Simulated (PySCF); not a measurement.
A calculated (PBE, PySCF 2.14, ANO-RCC-VTZP, scalar relativity by spin-free X2C-1e) atom or ion has these occupied shells.

| shell | electrons | orbital energy (eV) | rms radius, mean of both spins (bohr) |
| --- | --- | --- | --- |
| 1s α | 1 | -3150.6 | 0.0992 |
| 1s β | 1 | -3150.2 | 0.0992 |
| 2s α | 1 | -327.13 | 0.450 |
| 2s β | 1 | -326.71 | 0.450 |
| 2p α | 3 | -260.29 | 0.419 |
| 2p β | 3 | -259.71 | 0.419 |
| 3s α | 1 | -51.702 | 1.43 |
| 3s β | 1 | -48.764 | 1.43 |
| 3p α | 3 | -36.471 | 1.58 |
| 3p β | 1 | -34.145 | 1.58 |

Q: Name the element and its charge.

A: Ar²⁺ (argon, charge +2), in [Ne] 3s2 3p4, high-spin 3P determinant.
